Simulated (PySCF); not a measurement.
Vertical excitations of a molecule C3H6F2Si from TDDFT-B3LYP/def2-SVPD (PySCF 2.14.0), as energy in eV (oscillator strength): 6.71 (0.002), 6.72 (0.016), 7.76 (0.014), 7.77 (0.001), 8.04 (0.001), 8.17 (0.011), 8.19 (0.052), 8.27 (0.022), 8.34 (0.076), 8.39 (0.061). Lowest triplet (TDA): 6.41 eV. Geometry optimised at B3LYP-D3(BJ)/def2-SVP. Other conformers were not sampled.

Identify the compound among the candidates.
A. F[C@H]1C[Si@@H](F)C1
B. F/C=C(/F)C[SiH3]
C. C=C(F)[Si@H](C)F
D. F[SiH2]C1(F)CC1

D, F[SiH2]C1(F)CC1
